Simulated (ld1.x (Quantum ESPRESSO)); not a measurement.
# Configuration tests for La (Z = 57) (TM semilocal)

lanthanum (La), norm-conserving Troullier–Martins (semilocal form), made with ld1.x (Quantum ESPRESSO) 7.5 (LDA (PZ), scalar-relativistic). Core [Kr] 4d10, reference 4f1 5s2 5p6 5d0 6s2 6p0. Waves: 5p (bound): rc 2.55 bohr; 5d (bound, empty): rc 4.10 bohr; 4f (bound): rc 1.15 bohr; 5s (bound): rc 1.95 bohr. Local part: the s channel. Core correction: none.

Occupied shells without a wave of their own: 6s. They enter only through the test configuration that unscreens the potential.

Energies are relative to the spin-unpolarised reference configuration 4f1 5s2 5p6 5d0 6s2 6p0; without spin polarisation the order of configurations can differ from experiment. Spin-polarised rows fill each open shell by Hund’s rule, majority spin first. Not all tests gave a result: 2 of 9 tests not solved or not reliable. Left out of the table: 4f0 5s2 5p6 5d1 6s0 6p1 (solver errors, printed error -8.0 eV); 4f0 5s2 5p6 5d1 6s0 6p2 (solver errors, printed error -22.0 eV).

```csv
valence configuration,charge,ΔE all-electron (eV),error AE − PS (meV)
4f0 5s2 5p6 5d1 6s2 6p0,0,-0.606,+160
4f0 5s2 5p6 5d1 6s0 6p0,+2,16.709,-433
4f0 5s2 5p6 5d0 6s2 6p0,+1,5.920,+346
4f1 5s2 5p6 5d0 6s2 6p0 (spin-polarised),0,-0.113,+401
4f0 5s2 5p6 5d1 6s2 6p0 (spin-polarised),0,-0.704,+163
```

(1) What are ΔE and the potential's error for 4f0 5s2 5p6 5d2 6s1 6p0?

(2) What are ΔE and the potential's error for 4f0 5s2 5p6 5d1 6s1 6p0?

A Bessel basis up to 400 Ry misses an occupied level by 0.09 Ry, so cutoffs and ghosts were not judged.

Results:

(1) ΔE = 0.222 eV all-electron; the error (AE − PS) is -86 meV.

(2) ΔE = 5.557 eV all-electron; the error (AE − PS) is -60 meV.

These tests converged, but a pseudo level misses the all-electron one widely, so the file describes the atom poorly there or has found another state: 4f0 5s2 5p6 5d1 6s0 6p0: empty 6p by 7.0 eV. The 6s level has no wave, so the channel is fitted at the deeper level alone: the likely source of the large errors.
